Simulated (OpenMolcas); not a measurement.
**Tc4+: ligand-field states by method**

Tc4+ with 6 ligands (ammonia) in octahedral coordination (S6) at 2.06 Å. Ligand basis ANO-RCC-VDZP.
```
Tc    0.0000    0.0000    0.0000
N     2.0600    0.0000    0.0000
H     2.4421    0.9457    0.0000
H     2.4421   -0.4729    0.8190
H     2.4421   -0.4729   -0.8190
N     0.0000    2.0600    0.0000
H     0.0000    2.4421    0.9457
H     0.8190    2.4421   -0.4729
H    -0.8190    2.4421   -0.4729
N    -2.0600    0.0000    0.0000
H    -2.4421   -0.9457    0.0000
H    -2.4421    0.4729   -0.8190
H    -2.4421    0.4729    0.8190
N     0.0000   -2.0600    0.0000
H     0.0000   -2.4421   -0.9457
H    -0.8190   -2.4421    0.4729
H     0.8190   -2.4421    0.4729
N     0.0000    0.0000    2.0600
H     0.9457    0.0000    2.4421
H    -0.4729    0.8190    2.4421
H    -0.4729   -0.8190    2.4421
N     0.0000    0.0000   -2.0600
H    -0.9457    0.0000   -2.4421
H     0.4729   -0.8190   -2.4421
H     0.4729    0.8190   -2.4421
```

- Program: OpenMolcas
- Basis: ANO-RCC-VTZP [7s6p4d2f1g]
- Scalar Hamiltonian: DKH2, point nucleus
- Active space: 3 electrons in 5 orbitals (4d)
- State averaging: 2S+1 = 4 even, 10 roots; 2S+1 = 2 even, 40 roots
- Spin-orbit coupling: state interaction with AMFI integrals over the reference wave functions

I. CASSCF
II. SS-CASPT2, IPEA 0.25 Eh, imaginary shift 0.1 Eh (closed shells correlated: 4s 4p and the ligand valence shells)
III. SS-CASPT2, IPEA 0.5 Eh, imaginary shift 0.1 Eh (closed shells correlated: 4s 4p and the ligand valence shells)

Spin-free states in cm-1, each column counted from its own energy of the first state listed:

```csv
State,Degeneracy,I,II,III
2S+1 = 4,1,0,0,0
2S+1 = 2,2,15857,11860,12210
2S+1 = 2,1,16239,12250,12640
2S+1 = 2,2,16275,12090,12400
2S+1 = 2,2,25545,19960,20380
2S+1 = 2,1,25606,20020,20470
2S+1 = 4,1,45256,49950,51850
2S+1 = 4,2,45404,50270,51870
2S+1 = 4,1,52928,55420,57420
2S+1 = 4,2,53064,55780,57430
2S+1 = 2,1,57258,58700,60800
2S+1 = 2,1,57554,58550,60600
2S+1 = 2,2,57678,58810,60610
2S+1 = 2,2,59401,60170,62160
2S+1 = 2,1,59489,60170,62400
2S+1 = 2,2,61537,62070,63980
2S+1 = 2,1,63262,62750,65010
2S+1 = 2,2,63337,62900,64940
2S+1 = 2,2,68355,66420,68360
2S+1 = 2,1,68510,66370,68560
```

From I to II, I's first state of the same spin (2S+1 = 4) moves from 45256 to 49950 cm-1, by about +4700 cm-1.

From I to II, I's first state of another spin (2S+1 = 2) moves from 15857 to 11860 cm-1, by about -4000 cm-1.

χT at 300 K: I 1.82, II 1.82, III 1.82 cm3 K/mol.

Roots that are degenerate in the reference are averaged as groups; the widest CASPT2 spread within a group is 99 cm-1 (the 2-fold group of multiplicity 2 near 62200 cm-1 above the lowest state of its run, III). Shifts and gaps below about the spread of the groups concerned are not significant. Over all roots computed the reference weight is 0.67 to 0.69 in II, 0.68 to 0.69 in III; a low but even weight reflects the number of correlated electrons. The least metal-like active orbital is 68 % on the metal (Löwdin) and no ligand orbital is active, so the numbers are rough. Ligand-to-metal charge-transfer states are missing. With no ligand orbital active B as a rule stays too high, so bands that hang on it stand too high and its fall with covalency is understated. Without dynamic correlation the repulsion within the d shell is too large (B by tens of per cent), so at a given field states of lower spin stand too high (holds for I). With metal d orbitals alone the field can be off either way by tens of per cent (holds for I). With one d shell and no ligand orbital active, 10Dq can be off by a tenth or more (holds for II; III). No measured value stands beside these numbers; the geometry was imposed, not optimised, and the real ion may take another.
